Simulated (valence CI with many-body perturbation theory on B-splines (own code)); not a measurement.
# Forbidden lines of Dy⁶⁰⁺

Level of theory: configuration interaction combined with many-body perturbation theory (CI+MBPT): four valence electrons over a frozen Dirac-Fock core [He], radial functions for each j: 11 s, 11 p, 10 d, 8 f, 5 g, 2 h, with the one-electron correlation potential Σ1 (screened to all orders), the two-electron term Σ2, the three-electron term Σ3, Breit, model QED; selected single and double excitations, second order for the rest, scaled by the run's own slope (own B-spline code, finite nucleus).

The last digits are not significant, and no measured levels were compared; by estimate large intervals hold to a few tenths of a per cent, small ones and those within an open d or f shell to about a per cent. Among the levels kept, up to 930 cm⁻¹ of a level comes from second order outside the variational space, and about a tenth of that is noise between levels of different J, which matters for small intervals.

Lines 1 to 50 of 88 in falling wavelength, among levels below 85818 × 10³ cm⁻¹, chosen from the decays that carry over 1 % of a level's rate. Wavelengths and rates use the calculated energies. Electric multipoles are in the length gauge, E1 and E2 with the static RPA response of the core. S is in atomic units (e²a₀⁴ for E2 and M2, e²a₀⁶ for E3), for M1 in squared Bohr magnetons. Weak lines are less certain than strong ones. Lines between different terms over intervals too small for the method are left out, as are lines whose strength nearly cancels.

Levels are named by their leading jj configuration (3d3/2^4 stands for four electrons in 3d with j = 3/2), which in mixed levels can hold well under half, so a name can repeat and another be missing. Letters in brackets count levels of one name in rising energy.

```tsv
λ vac (Å)	Upper	Lower	Type	A (s⁻¹)	S (a.u.)
14.89	(2s^2 2p1/2 2p3/2) J=1	(2s^2 2p1/2^2) J=0	M1	3.63e+09	1.33e+00
14.59	(2s^2 2p3/2 3d5/2) J=4	(2s^2 2p1/2 3d5/2) J=3	M1	2.86e+09	2.96e+00
14.58	(2s^2 2p1/2 2p3/2) J=2	(2s^2 2p1/2^2) J=0	E2	1.16e+07	3.42e-05
14.57	(2s^2 2p3/2^2) J=2	(2s^2 2p1/2 2p3/2) J=2	M1	2.88e+09	1.65e+00
14.27	(2s^2 2p3/2^2) J=2	(2s^2 2p1/2 2p3/2) J=1	M1	2.88e+09	1.55e+00
13.44	(2s^2 2p3/2^2) J=0	(2s^2 2p1/2 2p3/2) J=1	M1	6.64e+09	5.99e-01
1.728	(2s^2 2p3/2 3p1/2) J=2	(2s^2 2p3/2^2) J=0	E2	2.70e+11	1.86e-05
1.724	(2s^2 2p1/2 3p1/2) J=1	(2s^2 2p1/2 2p3/2) J=2	E2	7.30e+11	2.98e-05
1.723	(2s 2p1/2^2 3p1/2) J=0	(2s 2p1/2^2 2p3/2) J=2	E2	1.43e+12	1.95e-05
1.719	(2s^2 2p1/2 3p1/2) J=1	(2s^2 2p1/2 2p3/2) J=1	E2	7.25e+11	2.92e-05
1.716	(2s^2 2p3/2 3p1/2) J=1	(2s^2 2p3/2^2) J=2	E2	7.44e+11	2.96e-05
1.715	(2s^2 2p3/2 3p1/2) J=2	(2s^2 2p3/2^2) J=2	E2	1.01e+12	6.69e-05
1.714	(2s^2 2p1/2 3p1/2) J=0	(2s^2 2p1/2 2p3/2) J=2	E2	1.42e+12	1.87e-05
1.708	(2s 2p3/2^2 3p1/2) J=0	(2s 2p3/2^3) J=2	E2	7.84e+11	1.02e-05
1.702	(2s^2 2p3/2 3d5/2) J=4	(2s 2p1/2 2p3/2^2) J=2 [b]	E2	1.75e+09	2.01e-07
1.687	(2s 2p1/2 2p3/2 3p3/2) J=4	(2s 2p1/2 2p3/2^2) J=2 [b]	E2	4.79e+10	5.26e-06
1.683	(2s^2 2p3/2 3d5/2) J=4	(2s 2p1/2 2p3/2^2) J=3	E2	1.07e+10	1.16e-06
1.676	(2s 2p3/2^2 3p3/2) J=4	(2s 2p3/2^3) J=2	E2	2.49e+11	2.65e-05
1.668	(2s 2p1/2 2p3/2 3p3/2) J=4	(2s 2p1/2 2p3/2^2) J=3	E2	4.31e+11	4.48e-05
1.668	(2s 2p1/2 2p3/2 3p3/2) J=0 [b]	(2s 2p1/2 2p3/2^2) J=2 [b]	E2	7.69e+11	8.87e-06
1.667	(2s^2 2p3/2 3p3/2) J=2	(2s^2 2p3/2^2) J=0	E2	2.91e+11	1.67e-05
1.666	(2s 2p1/2 2p3/2 3p3/2) J=1 [d]	(2s 2p1/2 2p3/2^2) J=2 [b]	E2	4.45e+11	1.53e-05
1.664	(2s 2p1/2 2p3/2 3p3/2) J=1 [d]	(2s 2p1/2 2p3/2^2) J=1 [a]	E2	3.87e+11	1.32e-05
1.663	(2s 2p1/2^2 3p3/2) J=2	(2s 2p1/2^2 2p3/2) J=2	E2	4.94e+11	2.81e-05
1.662	(2s^2 2p1/2 3p3/2) J=2	(2s^2 2p1/2 2p3/2) J=2	E2	4.96e+11	2.81e-05
1.662	(2s^2 2p1/2 3p3/2) J=1	(2s^2 2p1/2 2p3/2) J=2	E2	3.58e+11	1.21e-05
1.661	(2s^2 2p3/2 3p3/2) J=3	(2s^2 2p3/2^2) J=2	E2	5.53e+11	4.37e-05
1.661	(2s^2 2p3/2 3p3/2) J=1	(2s^2 2p3/2^2) J=2	E2	5.48e+11	1.85e-05
1.659	(2s 2p1/2 2p3/2 3p3/2) J=4	(2s 2p1/2 2p3/2^2) J=2 [a]	E2	2.80e+10	2.83e-06
1.658	(2s^2 2p1/2 3p3/2) J=2	(2s^2 2p1/2 2p3/2) J=1	E2	2.18e+11	1.22e-05
1.658	(2s^2 2p1/2 3p3/2) J=1	(2s^2 2p1/2 2p3/2) J=1	E2	3.50e+11	1.17e-05
1.655	(2s 2p3/2^2 3p3/2) J=0	(2s 2p3/2^3) J=2	E2	2.99e+11	3.31e-06
1.650	(2s^2 2p3/2 3p3/2) J=0	(2s^2 2p3/2^2) J=2	E2	1.46e+12	1.59e-05
1.648	(2s 2p1/2 2p3/2 3p3/2) J=1 [d]	(2s 2p1/2 2p3/2^2) J=3	E2	2.65e+11	8.61e-06
1.641	(2s 2p1/2 2p3/2 3p3/2) J=0 [b]	(2s 2p1/2 2p3/2^2) J=2 [a]	E2	1.99e+11	2.12e-06
1.639	(2s 2p1/2 2p3/2 3d5/2) J=5	(2s 2p1/2 2p3/2^2) J=3	M2	3.08e+10	3.58e-06
1.639	(2s 2p1/2 2p3/2 3d5/2) J=5	(2s 2p1/2 2p3/2^2) J=3	E3	1.63e+09	1.82e-06
1.631	(2s^2 2p3/2 3d5/2) J=4	(2s^2 2p3/2^2) J=2	M2	2.95e+10	2.74e-06
1.631	(2s^2 2p3/2 3d5/2) J=4	(2s^2 2p3/2^2) J=2	E3	2.14e+09	1.89e-06
1.509	(2s^2 2p3/2 3d5/2) J=4	(2s 2p1/2^2 2p3/2) J=2	E2	6.32e+09	3.97e-07
1.498	(2s 2p3/2^2 3p3/2) J=4	(2s 2p1/2 2p3/2^2) J=3	E2	3.37e+11	2.04e-05
1.497	(2s 2p1/2 2p3/2 3p3/2) J=4	(2s 2p1/2^2 2p3/2) J=2	E2	7.74e+11	4.68e-05
1.495	(2s 2p3/2^2 3p3/2) J=0	(2s 2p1/2 2p3/2^2) J=2 [b]	E2	8.62e+11	5.75e-06
1.494	(2s 2p1/2 2p3/2 3p3/2) J=1 [d]	(2s 2p1/2^2 2p3/2) J=1	E2	4.34e+11	8.65e-06
1.493	(2s 2p3/2^2 3p3/2) J=2 [c]	(2s 2p1/2 2p3/2^2) J=1 [b]	E2	2.56e+11	8.49e-06
1.492	(2s 2p3/2^2 3p3/2) J=2 [c]	(2s 2p1/2 2p3/2^2) J=2 [b]	E2	3.60e+11	1.19e-05
1.492	(2s^2 2p1/2 3p3/2) J=2	(2s^2 2p1/2^2) J=0	E2	6.93e+11	2.29e-05
1.491	(2s^2 2p3/2 3p3/2) J=3	(2s^2 2p1/2 2p3/2) J=2	E2	3.59e+11	1.65e-05
1.491	(2s^2 2p3/2 3p3/2) J=1	(2s^2 2p1/2 2p3/2) J=2	E2	7.20e+11	1.42e-05
1.490	(2s 2p3/2^2 3p3/2) J=4	(2s 2p1/2 2p3/2^2) J=2 [a]	E2	6.03e+11	3.56e-05
```
